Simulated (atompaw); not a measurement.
promethium: one change to a PAW (atompaw) potential, before and after

```json
{
 "Element": "Pm (Z = 61)",
 "Generator": "atompaw 4.2.0.5",
 "Type": "PAW",
 "Functional": "PBE",
 "Relativity": "scalar-relativistic",
 "Frozen core": "[Kr] 4d10",
 "Valence charge": "15",
 "Reference configuration": "4f5 5s2 5p6 5d0 6s1.75 6p0.25",
 "Partial waves": "5s (bound): rc 2.25 bohr; 6s (bound): rc 3.00 bohr; 5p (bound): rc 2.15 bohr; 6p (bound): rc 3.00 bohr; 5d (bound, empty): rc 3.00 bohr; 5d channel at 2.85 Ry: rc 3.00 bohr; 4f (bound): rc 1.45 bohr; 4f channel at 0.3 Ry: rc 1.45 bohr",
 "Local potential": "troulliermartins scheme with l = 4 at 0 Ry, radius 2.80 bohr",
 "Core correction": "smooth core density matched at 2.30 bohr",
 "Augmentation charge": "gaussian compensation charge, radius 2.25 bohr; PAW radius 3.00 bohr; waves and projectors: custom rrkj vanderbiltortho"
}
```

All-electron outer shells of the reference configuration (PBE, scalar-relativistic, ld1.x):

```
shell  level (eV)  outermost node (bohr)  outermost maximum (bohr)
   4p     -237.01                   0.31                      0.58
   4d     -123.07                   0.29                      0.60
   5s      -42.20                   0.70                      1.29
   5p      -23.00                   0.75                      1.46
   6s       -3.73                   1.73                      3.72
   4f       -2.47                      –                      0.64
   5d       -2.05                   0.86                      2.20
   6p       -1.37                   2.09                      4.96
```

Change: wave 5d channel at 2.85 Ry: rc 3.00 bohr becomes 5d channel at 0.63 Ry: rc 3.00 bohr.

Cutoffs: the cutoffs (Ry, on a coarse ladder) from which the occupation-weighted sum of valence levels, in a spherical-Bessel basis at the reference potential, stays within 10 and 1 mRy of its value at 400 Ry; they do not see the model core or the augmentation charge, which bear on the density cutoff.

Question: What does the change do?

Answer: The potential gets neither clearly harder nor softer (70 Ry and 110 Ry → 70 Ry and 110 Ry); a bound ghost appears in d, which as a rule spoils a file; the range in which the d phases agree narrows (upper end at the end of the scan → 2.6).

```tsv
quantity	base	changed
cutoff, loose	70 Ry	70 Ry
cutoff, tight	110 Ry	110 Ry
bound ghosts	none	d
s: phases at 3.02 bohr within 0.05 rad from the reference energy up to (Ry; the scan ends near 5)	1.8	1.8
p: phases at 3.02 bohr within 0.05 rad from the reference energy up to (Ry; the scan ends near 5)	0.8	0.8
d: phases at 3.02 bohr within 0.05 rad from the reference energy up to (Ry; the scan ends near 5)	to the end of the scan	2.6
f: phases at 3.02 bohr within 0.05 rad from the reference energy up to (Ry; the scan ends near 5)	4.5	4.5
lowest overlap eigenvalue by channel	s 0.40, p 0.08, d 0.82, f 0.98	s 0.40, p 0.08, d 0.87, f 0.98
```

 A true bound ghost makes a file unfit for plane-wave use even where its test errors are small: the radial tests pick states by their node count and pass the ghost by. The cutoffs see the waves, projectors and local potential, not the compensation charge or the core.
